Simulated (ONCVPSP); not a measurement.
## How hard is this tellurium ONCV potential?

```
Element                 : Te
Generator               : ONCVPSP 4.0.1
Type                    : optimised norm-conserving Vanderbilt (ONCV)
Functional              : PBE
Relativity              : scalar-relativistic
Frozen core             : [Ar] 3d10
Valence charge          : 24
Reference configuration : 4s2 4p6 4d10 5s2 5p4
Partial waves           : 4s+5s: rc 1.40 bohr, ncon 3, nbas 6, qcut 6.9 1/bohr, 2 projectors; 4p+5p: rc 1.60 bohr, ncon 3, nbas 7, qcut 9 1/bohr, 2 projectors; 4d: rc 0.85 bohr, ncon 3, nbas 6, qcut 9.8 1/bohr, 1 projector
Local potential         : polynomial inside 0.55 bohr (lpopt 5, dvloc0 2 Ha)
Core correction         : Teter function, parameters optimised by the program
```

Q: For each optimised wave give the share of its norm inside rc, the residual kinetic energy above qcut (Ha) and the cutoffs (Ha) for errors of 10, 1, 0.1 and 0.01 mHa per electron.

A:

| wave | norm inside rc | residual KE | 10 mHa | 1 mHa | 0.1 mHa | 0.01 mHa |
| --- | --- | --- | --- | --- | --- | --- |
| 4s | 0.982 | 5.4e-05 | 10.4 | 13.1 | 20.7 | 60.0 |
| 5s | 0.146 | 3.6e-04 | 9.4 | 19.6 | 50.3 | 82.1 |
| 4p | 0.986 | 1.3e-07 | 21.9 | 27.2 | 31.5 | 35.0 |
| 5p | 0.113 | 2.8e-08 | 17.8 | 23.7 | 28.7 | 32.8 |
| 4d | 0.414 | 2.7e-03 | 41.5 | 54.6 | 170.1 | 273.8 |

The occupied waves need 55 Ha and 170 Ha for 1 and 0.1 mHa. Note: ghosts flagged at negative energy: s at -282.6 eV; GHOST(+) flagged for p at 236.5 eV. A true bound ghost makes a file unfit for plane-wave use.
